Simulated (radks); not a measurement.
Values are calculated unless marked as measured or tabulated.
Initial-state core-level shifts of neutral vanadium when its valence configuration changes from [Ar] 3d3 4s2. Level of theory: Dirac Kohn-Sham, PBE, spin-unpolarised, spherical densities, point nucleus; open shells fill j = l - 1/2 first (a radial shooting solver on a logarithmic mesh with Libxc functionals). Shifts are changes of the shell-averaged eigenvalues in eV (positive: less bound).

valence	1s	2s	3s	3p
3d3 4s1.5 4p0.5	-0.730	-0.694	-0.722	-0.723
3d3 4s1 4p1	-1.416	-1.345	-1.400	-1.401
3d2 4s2 4p1	-6.811	-7.667	-6.615	-6.378
3d1 4s1 4p3	-16.128	-18.162	-15.225	-14.674
3d3.5 4s1.5	+2.026	+2.356	+2.059	+1.973
3d3.5 4s1 4p0.5	+1.324	+1.703	+1.364	+1.273
3d2.5 4s1.5 4p1	-3.919	-4.275	-3.860	-3.750
3d1 4s2 4p2	-14.899	-16.945	-14.035	-13.499
4s2 4p3	-24.074	-27.570	-21.969	-21.108
